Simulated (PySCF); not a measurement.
Structure with atom numbers: `[CH:1]#[C:2][c:3]1[n:4][cH:5][cH:6][n:7]1[SiH2:8][O:9][CH3:10]`. Each H is labelled by its parent atom.

[PySCF 2.14.0 with density-fitted response routines: shieldings: GIAO PBE0/pcSseg-1; PBE0-D3(BJ)/def2-SVP geometry; one computed conformer; relativity neglected; averaged over atoms made equivalent by symmetry, fast rotation or ring inversion; no solvent]

Chemical shifts δ = σref − σ; 13C (184.41 ppm) and 1H (31.27 ppm) and 29Si (351.99 ppm) vs TMS; 15N (265.67 ppm) vs NH3; 17O (334.56 ppm) vs H2O, all at this level.

```
 atoms  nucleus  count  Hirshfeld charge  δ (ppm)
   C10      13C      1             -0.03     52.5
    N4      15N      1             -0.19    330.5
H(Si8)       1H      2             -0.07     5.42
 H(C1)       1H      1              0.10     3.23
H(C10)       1H      3              0.05        ?
   Si8     29Si      1              0.45    -23.1
    C5      13C      1             -0.04    137.3
    C6      13C      1             -0.03        ?
    C1      13C      1             -0.09        ?
    C3      13C      1              0.08    134.0
    N7      15N      1             -0.10    196.7
 H(C6)       1H      1              0.06     7.10
 H(C5)       1H      1              0.06        ?
    O9      17O      1             -0.22      1.7
    C2      13C      1             -0.05        ?
```

Q: Complete the table.

A: 
- C6: 126.6 ppm, aromatic CH next to a ring nitrogen
- C1: 87.6 ppm, terminal alkyne carbon; sp carbons lie upfield of alkene carbons because the cylindrical π system leaves one tensor component strongly shielded
- C2: 79.0 ppm, alkyne carbon; sp carbons lie upfield of alkene carbons because the cylindrical π system leaves one tensor component strongly shielded
- H(C5): 7.26 ppm, hydrogen on an aromatic CH next to a ring nitrogen; ring-current deshielding
- H(C10): 3.84 ppm, hydrogen on a methyl carbon bonded to O; its carbon carries O, hence the downfield position

Shifts are as computed. Against solution values, carbons near 30 ppm lie about +2 ppm off and those near 130 ppm about +5 ppm. Of 1211 compounds with measured shifts, 218 miss one by over three times the rms of a fit or turn the order of signals round; such compounds aren't used in these exercises. Experimental scales use liquid or dissolved standards, which lie at an offset from isolated NH3 (liquid NH3: subtract about 20 ppm) and H2O (liquid H2O: subtract about 36 ppm). Unscaled 15N shifts of sp2 nitrogen come out 20 to 40 ppm too high even then.
